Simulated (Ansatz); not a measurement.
Geometry optimisation, RKS PBE0/6-31G* in Ansatz 0.2.0.

The input (input.yaml):

```yaml
crystal:
  periodic: [false, false, false]
  atoms:
    - { symbol: B, position_ang: [-0.037435, 0.467479, -0.336373] }
    - { symbol: "N", position_ang: [-0.312782, 0.011142, 2.361028] }
    - { symbol: H, position_ang: [-0.988477, -0.43397, 2.974118] }
    - { symbol: H, position_ang: [0.586527, -0.440148, 2.495504] }
    - { symbol: O, position_ang: [1.202304, -0.124431, -0.336915] }
    - { symbol: H, position_ang: [1.226049, -0.985879, -0.774603] }
    - { symbol: O, position_ang: [-1.143986, -0.093473, -0.920888] }
    - { symbol: H, position_ang: [-1.000459, -0.989105, -1.255417] }
    - { symbol: Si, position_ang: [-0.212369, 2.300252, 0.376533] }
    - { symbol: H, position_ang: [-1.552691, 2.512869, 1.004068] }
    - { symbol: H, position_ang: [0.80415, 2.587912, 1.438606] }
    - { symbol: H, position_ang: [-0.047073, 3.378769, -0.650731] }
    - { symbol: H, position_ang: [-0.192558, 0.982985, 2.695569] }
basis:
  gaussian: { orbitals: "6-31G*" }
hamiltonian:
  xc: pbe0
relax:
  f_tol: 0.03
  max_steps: 50
```

Command:

```bash
$ ansatz run input.yaml --threads 2 --pin off --max-ram 3072MiB --backend cpu --events-out ev --progress --plain --runs-dir out
```

**Question.** Where does it end, and by what steps?

**Answer.** It converged. The force dipped under the threshold on the way, but the program's further checks kept it going. After 17 steps the energy has fallen by 0.077 eV; H3 moved furthest, 0.62 Å.

| step | energy less start (eV) | largest force component (eV/Å) | accepted |
| --- | --- | --- | --- |
| 0 | 0.0000 | 0.810 | yes |
| 1 | -0.0475 | 0.686 | yes |
| 2 | 0.0254 | 0.962 | no |
| 3 | -0.0617 | 0.451 | yes |
| 4 | -0.0693 | 0.143 | yes |
| 5 | -0.0718 | 0.036 | yes |
| 6 | -0.0731 | 0.015 | yes |
| 7 | -0.0724 | 0.208 | no |
| 8 | -0.0737 | 0.061 | yes |
| 9 | -0.0740 | 0.103 | yes |
| 10 | -0.0746 | 0.090 | yes |
| 11 | -0.0751 | 0.102 | yes |
| 12 | -0.0754 | 0.117 | yes |
| 13 | -0.0758 | 0.092 | yes |
| 14 | -0.0761 | 0.048 | yes |
| 15 | -0.0764 | 0.025 | yes |
| 16 | -0.0765 | 0.033 | yes |
| 17 | -0.0766 | 0.027 | yes |

```xyz
13
Properties=species:S:1:pos:R:3
B -0.051 0.483 -0.265
N -0.260 0.012 2.312
H -0.870 -0.784 2.477
H 0.690 -0.274 2.534
O 1.195 -0.092 -0.370
H 1.173 -0.997 -0.713
O -1.199 -0.130 -0.703
H -1.062 -1.038 -1.008
Si -0.167 2.411 0.325
H -1.482 2.716 0.969
H 0.897 2.747 1.321
H -0.012 3.395 -0.796
H -0.520 0.726 2.988
```

Run time: 19 s on 2 threads of AMD EPYC 9R45 96-Core Processor (Zen 5) (shared host), peak memory 0.22 GiB.
